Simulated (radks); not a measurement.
Neutral lead inside a hard spherical wall (all orbitals vanish at R), configuration held at [Hg] 6p2 and not refilled when levels cross. Calculated with a radial shooting solver on a logarithmic mesh with Libxc functionals: scalar-relativistic Kohn-Sham, LDA (Slater exchange, VWN5 correlation), spin-unpolarised, spherical densities, point nucleus. Eigenvalues in eV, with the zero of energy where the potential of the charges vanishes at infinity; a dash marks a level that is unbound or too diffuse for the functional's potential to be trusted. A positive occupied level is held by the wall or, in an anion where self-interaction has pushed it up, behind a barrier. The pressure on the wall is -dE/dV.

| R (bohr) | E (hartree) | kinetic (hartree) | e(5p) | e(5d) | e(6s) | e(6p) | e(7s, empty) | e(6d, empty) | pressure (GPa) |
|---|---|---|---|---|---|---|---|---|---|
| free | -20870.7277 | 23591.805 | -85.968 | -21.298 | -12.323 | -3.704 | -0.579 | - | 0 |
| 20 | -20870.7277 | 23591.805 | -85.968 | -21.298 | -12.323 | -3.704 | -0.570 | 0.642 | < 0.0001 |
| 15 | -20870.7277 | 23591.805 | -85.967 | -21.297 | -12.322 | -3.703 | -0.505 | 0.917 | < 0.0001 |
| 10 | -20870.7269 | 23591.813 | -85.893 | -21.224 | -12.258 | -3.641 | 0.193 | 1.876 | 0.0204 |
| 5 | -20870.5671 | 23592.616 | -82.847 | -18.288 | -9.683 | -0.026 | 14.948 | 11.743 | 17.8 |
| 4 | -20870.1555 | 23594.470 | -79.080 | -14.771 | -5.873 | 5.736 | 34.107 | 22.956 | 115 |
| 3 | -20868.0896 | 23603.138 | -68.266 | -4.608 | 8.320 | 25.861 | 90.939 | 55.671 | 1180 |
| 2.5 | -20864.0924 | 23618.914 | -54.986 | 8.824 | 30.943 | 55.970 | 164.32 | 97.981 | 4930 |
| 2 | -20851.1890 | 23666.404 | -26.749 | 40.685 | 93.221 | 133.34 | 330.59 | 194.38 | 26900 |
| 1.5 | -20798.7624 | 23839.873 | 51.423 | 135.71 | 299.22 | 368.60 | 782.19 | 457.98 | 217000 |
